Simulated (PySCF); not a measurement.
VF₅, SMILES [F][V]([F])([F])([F])[F], multiplicity 1.

Geometry optimised at ωB97X-D3(BJ)/def2-SVP. The multiplicity is an assumed one; no other spin state was optimised. The isomer is the one that the SMILES or the coordinates give; other isomers of the formula were not compared.

Two levels are set side by side: TDDFT-PBE/def2-SVPD (PySCF) and TDDFT-PBE0/def2-SVPD (PySCF). Vertical, same geometry. The lowest singlet is HOMO→LUMO 50 %, HOMO−1→LUMO+1 50 % with PBE and HOMO→LUMO 50 %, HOMO−1→LUMO+1 50 % with the other functional; states are paired by order. Differences are taken from unrounded values.

```csv
quantity,TDDFT-PBE0,TDDFT-PBE,TDDFT-PBE minus TDDFT-PBE0
lowest singlet excitation (eV),4.51,3.92,-0.58
lowest triplet excitation (TDA) (eV),4.05,3.60,-0.45
```

A lower first singlet is the usual sign of a functional without exact exchange. Differences between two approximate levels are no errors against the true value.

Rough cost on one machine, each run with all the roots and properties that it gave: TDDFT-PBE0 against TDDFT-PBE about 3 times.
